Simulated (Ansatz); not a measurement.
Consider the formal exchange of groups at the Si–C bond: `[SiH3]/C=C/[SiH3]` + `O=[CH][GaH2]` → `O=[C]([SiH3])[GaH2]` + `C=C[SiH3]`.

Computed with Ansatz on PBE0-D4/def2-TZVP structures; ΔE is electronic, products minus reactants. CCSD(T)/CBS is the MP2 limit (def2-TZVPP, def2-QZVPP) plus CCSD(T) − MP2 in def2-TZVPP, frozen cores. This one scheme is used for every species. DFT in def2-TZVPP. B3LYP here is the variant with VWN-RPA as its local correlation; programs differ in this. HSE06 is defined as in plane-wave codes. For Ga outer-core shells are correlated without core-valence functions, which leaves a few kJ/mol of doubt a bond. Scalar relativity is left out up to krypton.

`[SiH3]/C=C/[SiH3]`:

```xyz
12

Si   -1.679   -1.298   -0.895
C    -0.668    0.004   -0.023
C     0.668   -0.003    0.022
Si    1.679    1.298    0.895
H    -2.522   -0.683   -1.956
H    -0.758   -2.292   -1.505
H    -2.588   -1.984    0.063
H    -1.198    0.816    0.479
H     1.198   -0.815   -0.480
H     2.594    1.980   -0.061
H     0.758    2.295    1.499
H     2.516    0.683    1.961
```

`O=[CH][GaH2]`:

Cartesian coordinates in Å:
```
O -1.075 0.363 -1.442
C -0.055 -0.159 -1.053
Ga 0.183 0.063 0.934
H 0.604 -0.675 -1.791
H -0.508 -0.969 1.888
H 0.852 1.377 1.463
```

`O=[C]([SiH3])[GaH2]`:

Z-matrix (Å, degrees):
```
Si
C 1 1.921
H 1 1.485 2 113.4
H 1 1.487 2 106.1 3 122.3
H 1 1.487 2 106.1 3 -122.3
Ga 2 2.013 1 136.1 3 179.9
O 2 1.221 1 124.1 3 -0.1
H 6 1.565 2 116.9 1 98.1
H 6 1.565 2 116.9 1 -98.1
```

`C=C[SiH3]`:

Cartesian coordinates in Å:
```
C -0.983 1.137 -0.355
C 0.228 0.588 -0.368
Si 0.606 -1.059 0.408
H -1.828 0.643 0.118
H -1.188 2.100 -0.814
H 1.033 1.133 -0.859
H 1.123 -2.017 -0.607
H -0.638 -1.605 1.012
H 1.647 -0.920 1.464
```

```csv
level,ΔE (kJ/mol),difference from CCSD(T)/CBS
LDA (SPW92),3.8,-7.4
PBE-D4,5.3,-5.9
BLYP-D4,4.5,-6.7
ωB97X-V,14.3,3.1
PBE-QIDH,15.9,4.7
PBE0,11.7,0.5
B3LYP,9.3,-1.9
HSE06,11.5,0.3
BHLYP,15.4,4.2
HF/def2-TZVPP,22.3,11.1
MP2/def2-TZVPP,16.2,5.0
SCS-MP2/def2-TZVPP,16.8,5.6
CCSD/def2-TZVPP,15.4,4.2
HF/def2-QZVPP,22.5,11.3
SCS-MP2/def2-QZVPP,16.1,4.9
MP2/CBS(def2),14.6,3.4
CCSD(T)/CBS,11.2,0
```

Largest T1 diagnostic among the species: 0.018.

From PBE to PBE0 (25 % exact exchange), in def2-TZVPP and without D4, ΔE moves by +6.5 kJ/mol. In def2-TZVPP, CCSD(T) changes the Hartree–Fock value by −9.4 kJ/mol (the triples alone add −2.5 kJ/mol) and MP2 by −6.1 kJ/mol.

CCSD(T)/CBS has its own doubt, a few kJ/mol and more with outer-core shells, so smaller differences from it don't rank the levels.
